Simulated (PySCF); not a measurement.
C₄H₈OSi, SMILES C(=C\[SiH2]O)/C=C. Geometry optimised at PBE-D3(BJ)/def2-SVP. The structure was generated by enumeration; whether it is a known compound was not checked. One conformer was computed; it need not be the lowest.

Computed equilibrium geometry at PBE-D3(BJ)/def2-SVP (PySCF confirms it by a frequency run) as a Z-matrix (one conformer of several):
```
C
C 1 1.3609
H 1 1.1073 2 118.65
H 2 1.1075 1 117.90 3 -179.87
C 1 1.4553 3 116.05 2 -179.90
C 5 1.3531 1 124.04 3 0.09
H 6 1.1004 5 121.74 1 179.83
H 6 1.1027 7 117.20 5 179.84
H 5 1.1051 6 119.47 7 -0.05
Si 2 1.8708 4 119.90 1 179.73
O 10 1.6882 2 110.35 4 -170.98
H 11 0.9730 10 114.15 2 66.40
H 10 1.5012 11 105.03 12 -172.80
H 10 1.5112 13 108.48 11 -119.95
```
